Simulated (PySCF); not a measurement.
# Dipole response of Ni³⁺ (nickel, charge +3)

[Ar] 3d7, high-spin 4F determinant. Calculation: PySCF 2.14, in aug-cc-pwCVTZ; no relativity, point nucleus. Coupled (time-dependent) response in atomic units; α is the mean over directions.

```json
{"method": "MN15", "mean α (bohr³)": "1.685", "C₆ (like pair)": "3.963", "S(−4)": "0.9444"}
```

S(−4) is the Cauchy moment in α(ω) = α(0) + S(−4) ω² + …

α(iu) at MN15:

```json
{"u (hartree)": "0", "α(iu) (bohr³)": "1.685"}
{"u (hartree)": "0.0500", "α(iu) (bohr³)": "1.683"}
{"u (hartree)": "0.100", "α(iu) (bohr³)": "1.676"}
{"u (hartree)": "0.200", "α(iu) (bohr³)": "1.649"}
{"u (hartree)": "0.300", "α(iu) (bohr³)": "1.607"}
{"u (hartree)": "0.500", "α(iu) (bohr³)": "1.498"}
{"u (hartree)": "0.750", "α(iu) (bohr³)": "1.344"}
{"u (hartree)": "1.00", "α(iu) (bohr³)": "1.199"}
{"u (hartree)": "1.50", "α(iu) (bohr³)": "0.9596"}
{"u (hartree)": "2.00", "α(iu) (bohr³)": "0.7790"}
{"u (hartree)": "3.00", "α(iu) (bohr³)": "0.5369"}
{"u (hartree)": "5.00", "α(iu) (bohr³)": "0.2955"}
```

A single London oscillator, α(iu) = α/(1 + u²/ω²), gives C₆ = (3/4) ω α². Matching the computed C₆ needs ω = 4 × 3.963 / (3 × 1.685²) = 1.86 hartree.

For an ion, C₆ is the dispersion term alone; charge-induced terms of lower order in 1/R come first.
